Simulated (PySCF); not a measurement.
# Ionisation energy of W²⁺ by level of theory

W²⁺ [Xe] 4f14 5d4 (5D) → W³⁺ [Xe] 4f14 5d3 (4F), as a difference of total energies. Calculation: PySCF 2.14, in aug-cc-pVTZ-PP with ECP60MDF (6s6p5d3f2g, 88 functions); scalar relativity through the core potential. Correlated levels: valence: 5s2 5p6 frozen. The calculations carry no spin-orbit coupling.

```json
{"method": "UHF", "ionisation energy (eV)": "24.751"}
{"method": "MP2 (valence)", "ionisation energy (eV)": "25.239"}
{"method": "SCS-MP2 (valence)", "ionisation energy (eV)": "24.913"}
{"method": "CCSD (valence)", "ionisation energy (eV)": "25.298"}
{"method": "CCSD(T) (valence)", "ionisation energy (eV)": "25.307"}
```

**Question.** How much does correlation contribute at CCSD(T) (valence)?

**Answer.** 25.307 − (24.751) = 0.556 eV, measured against UHF.

The reference lies between the lowest fine-structure levels, while these numbers refer to the centres of the terms.

Errors of the correlated levels include the incompleteness of this basis and the frozen core.

For comparison: 26 ± 0.4 eV (semi-empirical (NIST evaluation); NIST Atomic Spectra Database, ionization energies).
